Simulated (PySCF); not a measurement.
An unknown gives this computed stick spectrum. Method used: PySCF 2.14.0, density-fitted response routines, TDDFT PBE0/def2-SVPD, vertical, gas phase, core orbitals frozen in the response. Geometries: GFN2-xTB, one conformer each.

```
state  E (eV)       f
   S1    5.26  0.0082
   S2    5.46   0.236
   S3    6.08   0.017
   S4    6.16  0.0034
   S5    6.60  0.0057
   S6    6.73   0.083
   S7    6.82   0.050
   S8    7.18   0.019
```

Triplets computed (Tamm–Dancoff): 3.81, 5.08, 5.18 eV.

Question: Which structure fits?
A. `[H]/N=C/C1(N(C)C)CC1`
B. `CNC1=CN=CO1`
C. `CC1=COC(=O)O1`

Answer: B. Its S1 lies at 5.26 eV; the nearest of the others has S1 at 4.58 eV. S1 is HOMO→LUMO+1 (91%). Löwdin shares by element: HOMO carbon 54% or more, nitrogen 24% or more (atoms not listed hold the other 22%); LUMO carbon 38% or more, nitrogen 20% or more, oxygen 18% (atoms not listed hold the other 23%). At the same level the other candidates give, for their lowest levels:
- `Cc1coc(=O)o1`: 6.31 eV (f 0.008); 6.66 eV (f 0.193); 6.87 eV (f 0.138); 6.95 eV (f 0.003); 7.17 eV (f 0.000); T1 4.21 eV; HOMO -7.19, LUMO 0.03 eV
- `[H]/N=C/C1(N(C)C)CC1`: 4.58 eV (f 0.001); 5.50 eV (f 0.001); 5.82 eV (f 0.018); 6.52 eV (f 0.052); 6.58 eV (f 0.000); T1 4.12 eV; HOMO -6.23, LUMO -0.29 eV

Shape of the structure used: `[CH3:1][NH:2][c:3]1[cH:4][n:5][cH:6][o:7]1`: C1–N2–C3–C4 -24°.
